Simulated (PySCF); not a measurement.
Point-charge models of `CSCP[SiH3]` against its computed dipole.

Coordinates (GFN2-xTB, Å) and charges (e) from the PBE0/pcSseg-1 density (PySCF):

```
atom       x       y       z  Mulliken      IAO  Hirshfeld  ESP-fitted
  C1  -2.672   0.063   0.353   -0.3883  -0.5080    -0.1253     -0.1802
  S2  -1.962  -0.251  -1.282   -0.0271  +0.0917    -0.0144     -0.2465
  C3  -0.242  -0.577  -0.788   -0.5650  -0.5187    -0.1194     -0.1363
  P4   0.580   0.911  -0.020   -0.0844  +0.0567    +0.0256     -0.2514
 Si5   2.683   0.149  -0.080   +0.3388  +0.4098    +0.2548     +0.2696
  H6  -2.658  -0.853   0.938   +0.1436  +0.1503    +0.0423     +0.0962
  H7  -2.090   0.842   0.842   +0.1683  +0.1583    +0.0306     +0.0569
  H8  -3.694   0.394   0.200   +0.1548  +0.1688    +0.0533     +0.1535
  H9   0.271  -0.894  -1.695   +0.1894  +0.1625    +0.0440     +0.1444
 H10  -0.242  -1.397  -0.065   +0.1802  +0.1537    +0.0397     +0.1495
 H11   0.650   1.639  -1.201   +0.0763  -0.0078    -0.0123     +0.1364
 H12   2.767  -0.932   0.902   -0.0592  -0.1041    -0.0729     -0.0581
 H13   3.538   1.272   0.295   -0.0599  -0.0984    -0.0712     -0.0528
 H14   3.071  -0.366  -1.397   -0.0675  -0.1147    -0.0748     -0.0810
```

**Question.** Compute μ = Σ q r for each scheme (1 e·Å = 4.803 D) and compare with the dipole of the full density.

**Answer.** The full density gives (0.66, -0.54, 0.59) D, 1.03 D in size; dipole vectors point from the negative to the positive end.

```
    scheme    μx     μy    μz  size (D)  share of the full size (%)  angle to the full dipole (°)
  Mulliken  1.23   0.34  1.07      1.67                         161                            43
       IAO  0.46   0.34  0.71      0.91                          88                            55
 Hirshfeld  0.14   0.13  0.38      0.42                          41                            56
ESP-fitted  0.62  -0.63  0.67      1.11                         107                             5
```

**Question.** Which set comes closest?

**Answer.** Length of the difference vector: ESP-fitted 0.12 D, Hirshfeld 0.87 D, IAO 0.90 D, Mulliken 1.15 D. Closest: ESP-fitted. The schemes that divide the density aren't constrained to reproduce the dipole.

**Question.** What is left for the Hirshfeld atoms' own dipoles?

**Answer.** The shares of the density sum to the whole, so what Σ q r misses lies in dipoles about the nuclei. The atomic dipoles sum to (0.66, -0.54, 0.59) − (0.14, 0.13, 0.38) = (0.52, -0.67, 0.21) D, 0.87 D in size.

**Question.** With the origin at the mean of the coordinates, (0.000, 0.000, -0.214) Å, which are the largest single terms, by size, of the Mulliken dipole along the direction of the full one?

**Answer.** Si5 +2.77, C1 +2.62, H8 -1.72, H7 -0.94, H12 -0.82 D; all 14 atoms together +1.22 D. The single terms depend on the origin, their sum doesn't.

**Question.** Give the size of the full dipole in other units.

**Answer.** 1.03 D = 0.407 au = 0.215 e·Å = 3.45 × 10⁻³⁰ C·m.

Isolated species at its GFN2-xTB geometry (one conformer only).

Shape of the structure used: `[CH3:1][S:2][CH2:3][PH:4][SiH3:5]`: C1–S2–C3–P4 -64°, S2–C3–P4–Si5 -167°.
